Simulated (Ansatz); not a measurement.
Consider the silylene formation by 1,1-elimination: `CO[SiH2]P` → PH₃ + `CO[SiH]`.

Program: Ansatz. Geometries: PBE0-D4/def2-TZVP. ΔE: electronic, gas phase. CBS: MP2 limit from def2 TZ/QZ plus the TZ coupled-cluster correction, frozen cores. This one scheme is used for every species. DFT in def2-TZVPP. B3LYP here is the variant with VWN-RPA as its local correlation; programs differ in this. Each species was taken in one conformer, which may not be the lowest.

```
   level  ΔE (kcal/mol)
B3LYP-D4           45.4
 ωB97X-V           49.4
```

(1) What does CCSD(T)/CBS give? (Estimate.)

Largest T1 diagnostic among the species: 0.015.

## Answers

(1) Computed: +47.8 kcal/mol. The listed levels differ from it by -2.4, 1.6 kcal/mol.

The D4 term adds +3.4 kcal/mol with B3LYP and +1.9 kcal/mol with PBE0; it sums over pairs of atoms, weighted by their polarisabilities, and B3LYP, whose exchange is more repulsive, gets the larger term. From PBE to PBE0 (25 % exact exchange), in def2-TZVPP and without D4, ΔE moves by +3.5 kcal/mol.
